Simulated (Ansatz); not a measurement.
isocyanic acid (SMILES N=C=O) moved off its minimum; all values from Ansatz (an electronic-structure program), cores frozen in correlated methods.
(charge 0, multiplicity 1)
```xyz
4

N     -1.07067     0.22177     0.23017
C      0.11510    -0.04794     0.04873
O      1.12820    -0.10124    -0.31411
H     -1.75427    -0.23449     0.91534
```

| level | largest force (eV/Å) | on atom | rms difference from CCSD(T)/aug-cc-pVTZ (eV/Å) | dipole (D) |
|---|---|---|---|---|
| HF/def2-TZVPP | 10.66 | C2 | 1.424 | 2.06 |
| PBE/def2-TZVPP | 13.12 | O3 | 0.232 | 1.83 |
| r2SCAN/def2-TZVPP | 12.65 | C2 | 0.267 | 1.88 |
| B3LYP/def2-TZVPP | 12.36 | C2 | 0.355 | 1.90 |
| wB97M-V/def2-TZVPP | 12.22 | C2 | 0.403 | 1.90 |
| MP2/aug-cc-pVTZ | 13.03 | C2 | 0.175 | 1.81 |
| CCSD(T)/aug-cc-pVTZ | 12.62 | O3 | 0.000 | 1.82 |

The differences count from one level among others, with limits of its own. Forces at CCSD(T)/aug-cc-pVTZ (eV/Å):

| atom | Fx | Fy | Fz |
|---|---|---|---|
| N1 | -1.947 | -0.939 | 1.719 |
| C2 | -12.001 | 1.023 | 3.595 |
| O3 | 11.996 | -0.971 | -3.784 |
| H4 | 1.952 | 0.887 | -1.529 |
